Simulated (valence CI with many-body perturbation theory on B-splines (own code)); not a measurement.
Results of a calculation; reference values are marked as such.
**Energy levels of Tm64+**

Level of theory: relativistic CI+MBPT: three valence electrons over a frozen Dirac-Fock core [He], a basis of 11 s, 11 p, 10 d, 8 f, 5 g, 2 h functions for each j, with the one-electron correlation potential Σ1 (screened to all orders), the two-electron term Σ2, the three-electron term Σ3, Breit, model QED; selected single and double excitations, second order for the rest, scaled by the run's own slope (own B-spline code, finite nucleus).

The last digits are not significant, and no measured levels were compared; by estimate large intervals hold to a few tenths of a per cent, small ones and those within an open d or f shell to about a per cent.

Levels 46 to 90 of 165, with energies above the lowest level, (2s^2 2p1/2) J=1/2. "Leading %" is the weight of the configuration and term that name the level; weights of strongly mixed levels are sums over their largest components and can fall short. In the jj column 3d3/2^4 stands for four electrons in 3d with j = 3/2.

```csv
No.,Configuration,Term,J,E (× 10³ cm⁻¹),Leading %,Second component,Leading jj
46,2s.2p.3p,4P,3/2,83485,46,26 % 2s.2p.3p 4S,2s 2p3/2 3p1/2 (100 %)
47,2s.2p.3p,2D,5/2,83501,44,37 % 2s.2p.3p 4D,2s 2p3/2 3p1/2 (100 %)
48,2s.2p.3s,2P°,1/2,83503,90,9 % 2s.2p.3s 4P°,2s 2p3/2 3s (100 %)
49,2s.2p.3s,2P°,3/2,83550,82,17 % 2s.2p.3s 4P°,2s 2p3/2 3s (99 %)
50,2s.2p.3p,2P,1/2,84149,49,22 % 2s.2p.3p 2S,2s 2p3/2 3p1/2 (98 %)
51,2s.2p.3p,2D,3/2,84161,61,21 % 2s.2p.3p 2P,2s 2p3/2 3p1/2 (99 %)
52,2p2.3s,4P,3/2,84861,86,12 % 2p2.3s 2P,2p1/2 2p3/2 3s (98 %)
53,2p2.3s,2P,1/2,84934,65,32 % 2p2.3s 4P,2p1/2 2p3/2 3s (97 %)
54,2p2.3s,2D,5/2,84998,64,34 % 2p2.3s 4P,2p1/2 2p3/2 3s (98 %)
55,2p2.3s,2D,3/2,85065,64,32 % 2p2.3s 2P,2p1/2 2p3/2 3s (98 %)
56,2p2.3p,4P°,1/2,85342,49,28 % 2p2.3p 4D°,2p1/2 2p3/2 3p1/2 (99 %)
57,2p2.3p,4D°,3/2,85390,55,22 % 2p2.3p 2D°,2p1/2 2p3/2 3p1/2 (99 %)
58,2p2.3p,2F°,5/2,85494,49,30 % 2p2.3p 2D°,2p1/2 2p3/2 3p1/2 (99 %)
59,2p2.3p,2P°,3/2,85834,43,25 % 2p2.3p 2D°,2p1/2 2p3/2 3p1/2 (99 %)
60,2s.2p.3p,4D,7/2,85859,100,,2s 2p3/2 3p3/2 (100 %)
61,2s.2p.3p,2P,3/2,85953,54,32 % 2s.2p.3p 4S,2s 2p3/2 3p3/2 (98 %)
62,2s.2p.3p,4P,5/2,86097,52,43 % 2s.2p.3p 2D,2s 2p3/2 3p3/2 (98 %)
63,2s.2p.3p,2S,1/2,86137,48,38 % 2s.2p.3p 2P,2s 2p3/2 3p3/2 (98 %)
64,2s.2p.3d,4D°,5/2,86405,45,21 % 2s.2p.3d 4F°,2s 2p3/2 3d3/2 (99 %)
65,2s.2p.3d,4D°,3/2,86451,42,40 % 2s.2p.3d 4P°,2s 2p3/2 3d3/2 (99 %)
66,2s.2p.3d,4F°,7/2,86465,46,37 % 2s.2p.3d 2F°,2s 2p3/2 3d3/2 (96 %)
67,2s.2p.3d,4P°,1/2,86485,83,14 % 2s.2p.3d 4D°,2s 2p3/2 3d3/2 (99 %)
68,2s.2p.3p,2D,5/2,86599,73,15 % 2s.2p.3p 4D,2s 2p3/2 3p3/2 (99 %)
69,2s.2p.3p,2P,3/2,86736,58,29 % 2s.2p.3p 2D,2s 2p3/2 3p3/2 (99 %)
70,2s.2p.3p,2S,1/2,86766,60,20 % 2s.2p.3p 2P,2s 2p3/2 3p3/2 (100 %)
71,2s.2p.3d,4F°,9/2,86948,100,,2s 2p3/2 3d5/2 (100 %)
72,2s.2p.3d,2D°,3/2,87021,60,23 % 2s.2p.3d 4P°,2s 2p3/2 3d3/2 (71 %)
73,2s.2p.3d,2F°,5/2,87109,52,32 % 2s.2p.3d 2D°,2s 2p3/2 3d3/2 (76 %)
74,2s.2p.3d,4P°,5/2,87147,31,18 % 2s.2p.3d 2D°,2s 2p3/2 3d5/2 (76 %)
75,2s.2p.3d,2P°,1/2,87176,67,27 % 2s.2p.3d 4D°,2s 2p3/2 3d3/2 (93 %)
76,2s.2p.3d,2F°,7/2,87200,49,47 % 2s.2p.3d 4D°,2s 2p3/2 3d5/2 (95 %)
77,2s.2p.3d,2P°,3/2,87311,46,45 % 2s.2p.3d 2D°,2s 2p3/2 3d5/2 (70 %)
78,2s.2p.3d,2P°,1/2,87397,90,4 % 2s.2p.3d 4P°,2s 2p3/2 3d5/2 (91 %)
79,2s.2p.3d,2F°,7/2,87704,69,13 % 2s.2p.3d 4D°,2s 2p3/2 3d5/2 (94 %)
80,2s.2p.3d,2D°,5/2,87832,53,15 % 2s.2p.3d 2F°,2s 2p3/2 3d5/2 (84 %)
81,2s.2p.3d,2P°,3/2,87864,71,8 % 2s.2p.3d 4D°,2s 2p3/2 3d5/2 (97 %)
82,2p2.3p,4D°,5/2,87912,42,32 % 2p2.3p 4P°,2p1/2 2p3/2 3p3/2 (86 %)
83,2p2.3p,2P°,1/2,87948,36,31 % 2p2.3p 4P°,2p1/2 2p3/2 3p3/2 (98 %)
84,2p2.3p,2D°,3/2,88001,51,20 % 2p2.3p 4P°,2p1/2 2p3/2 3p3/2 (96 %)
85,2p2.3p,2F°,7/2,88060,60,33 % 2p2.3p 4D°,2p1/2 2p3/2 3p3/2 (94 %)
86,2p2.3p,4S°,3/2,88176,32,31 % 2p2.3p 2P°,2p1/2 2p3/2 3p3/2 (100 %)
87,2p2.3p,2D°,5/2,88267,64,16 % 2p2.3p 2F°,2p1/2 2p3/2 3p3/2 (97 %)
88,2p2.3d,4F,3/2,88345,43,26 % 2p2.3d 2P,2p1/2 2p3/2 3d3/2 (100 %)
89,2p2.3d,4F,5/2,88354,53,39 % 2p2.3d 2F,2p1/2 2p3/2 3d3/2 (99 %)
90,2p2.3d,4D,1/2,88391,79,15 % 2p2.3d 2P,2p1/2 2p3/2 3d3/2 (100 %)
```
